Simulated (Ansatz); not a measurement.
A run on `[F][SnH][F]` radical with other settings.

```yaml
crystal:
  periodic: [false, false, false]
  atoms:
    - {symbol: F, position_ang: [0.709795, -1.263877, 1.056460]}
    - {symbol: Sn, position_ang: [-0.567222, -0.041516, 0.137537]}
    - {symbol: F, position_ang: [0.360292, 1.701091, 0.368467]}
    - {symbol: H, position_ang: [-0.508539, -0.444932, -1.637689]}
basis:
  gaussian: {orbitals: def2-mTZVP}
magnetization: {spin_polarized: true, initial_magnetization: 1}
hamiltonian: {xc: {name: CAM-B3LYP}, dispersion: d3bjatm}
```

```sh
$ ansatz run in.yaml --threads 2 --pin off --events-out ev --progress --plain --max-ram 32768MiB --backend cpu
```

Shortened log:

```
Functional definition: CAM-B3LYP
759 factors; integrals over basis functions are off by at most 3.9e-4 eV
179 factors; integrals over basis functions are off by at most 2.1e-5 eV
mean field evaluation 1: about -11277.3452 eV, gradient 4.0e1 eV
mean field evaluation 2: about -11263.7479 eV, gradient 8.0e1 eV
mean field evaluation 4: about -11282.6803 eV, gradient 7.1e-1 eV
mean field evaluation 8: about -11282.7311 eV, gradient 6.2e-2 eV
mean field evaluation 16: about -11282.7311 eV, gradient 8.5e-5 eV
mean field -11282.73113390 eV, -414.6327214608 hartree, gradient 8.5e-5 eV, S^2 0.760388; 0 other end points of the search recorded, 0 dependent functions left out
reference -11282.73123839 eV, -414.6327253011 hartree; 21, 20 occupied and 56, 57 virtual orbitals, 759 factors
Total energy: -11282.77019891 eV, -414.6341570735 hartree
```

Hardware: 2 threads of a server CPU on a shared host. Wall time 4.3 s, peak host memory 0.4 GiB.
